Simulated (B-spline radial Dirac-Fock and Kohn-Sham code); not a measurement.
## Compton profile of F⁸⁺

System: the F⁸⁺ ion in the configuration 1s1.

Input file task.json (cfg lists n, l and occupation; rrms is the nuclear radius in fm):

```json
{"items": [{
  "Z": 9,
  "q": 8,
  "cfg": [[1, 0, 1]],
  "A": 19,
  "rrms": 2.8976,
  "do": ["scatter"],
  "s": [0.0, 0.06, 0.08, 0.1, 0.12, 0.16, 0.2, 0.25, 0.31, 0.39, 0.49, 0.61, 0.77, 0.97, 1.22, 1.53, 1.92, 2.42, 3.03, 3.81, 4.79, 6.02, 7.56],
  "pz": [0, 0.1, 0.15, 0.21, 0.31, 0.45, 0.66, 0.97, 1.4, 2.1, 3.0, 4.4, 6.4, 9.4, 14.0, 20.0, 29.0, 43.0, 62.0, 91.0, 130.0],
  "hv_scatter": [1000, 2000, 8047.8, 10000, 20000, 30000, 200000, 500000]
}]}
```

Command: `python xray_run.py task.json out`

Model: the impulse approximation on Dirac-Fock densities. Program: a radial B-spline solver. pz is in atomic units of momentum; subshell profiles are per electron, for a selection of subshells; open shells are spread over both j values by their weights.

| pz | J total | J 1s1/2 |
| --- | --- | --- |
| 2.1 | 0.08033 | 0.0803 |
| 3 | 0.06868 | 0.0687 |
| 4.4 | 0.04957 | 0.0496 |
| 6.4 | 0.02767 | 0.0277 |
| 9.4 | 0.01036 | 0.0104 |
| 14 | 0.002380 | 0.00238 |
| 20 | 0.0004583 | 0.000458 |
| 29 | 6.600e-05 | 6.60e-05 |

**Question.** What is the peak value J(0), and which subshell contributes most to it?

**Answer.** J(0) = 0.09415. The 1s1/2 subshell gives the largest part, 100 %.

Mean momentum ⟨p⟩ by subshell (a.u.): 1s1/2 7.66.

Values without a named source are computed, but for edge energies of neutral atoms, which are taken from tables.
